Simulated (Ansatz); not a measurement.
Mulliken charges of `C[NH][Ge]([F])[F]` radical from r2SCAN/def2-TZVPP in Ansatz (PBE0-D4/def2-TZVP geometry).

```json
{"atom": "C1", "x (Å)": "0.133", "y (Å)": "-1.119", "z (Å)": "0.557", "charge (e)": "-0.047"}
{"atom": "N2", "x (Å)": "-0.469", "y (Å)": "0.179", "z (Å)": "0.310", "charge (e)": "-0.292"}
{"atom": "Ge3", "x (Å)": "0.442", "y (Å)": "1.472", "z (Å)": "-0.634", "charge (e)": "0.711"}
{"atom": "F4", "x (Å)": "-0.777", "y (Å)": "2.633", "z (Å)": "-1.076", "charge (e)": "-0.361"}
{"atom": "F5", "x (Å)": "0.879", "y (Å)": "0.670", "z (Å)": "-2.117", "charge (e)": "-0.366"}
{"atom": "H6", "x (Å)": "-0.660", "y (Å)": "-1.845", "z (Å)": "0.760", "charge (e)": "0.067"}
{"atom": "H7", "x (Å)": "0.831", "y (Å)": "-1.135", "z (Å)": "1.401", "charge (e)": "0.070"}
{"atom": "H8", "x (Å)": "0.661", "y (Å)": "-1.450", "z (Å)": "-0.338", "charge (e)": "0.075"}
{"atom": "H9", "x (Å)": "-0.952", "y (Å)": "0.548", "z (Å)": "1.120", "charge (e)": "0.142"}
```

**Question.** By hand: the dipole of these point charges (1 e Å = 4.8032 D).

**Answer.** Σ q r = (0.332, -0.383, 0.878) e Å, of length 1.014 e Å = 4.87 D.

**Question.** How does the dipole of the full density compare? (An estimate is asked.)

**Answer.** The calculation gave: (0.092, -0.380, 0.732) e Å, 3.99 D; the point charges give 1.22 times that, at 13° from its direction.

Point charges leave out the atoms' own dipoles, such as those of lone pairs, and Mulliken's split depends on the basis, so the two needn't agree.
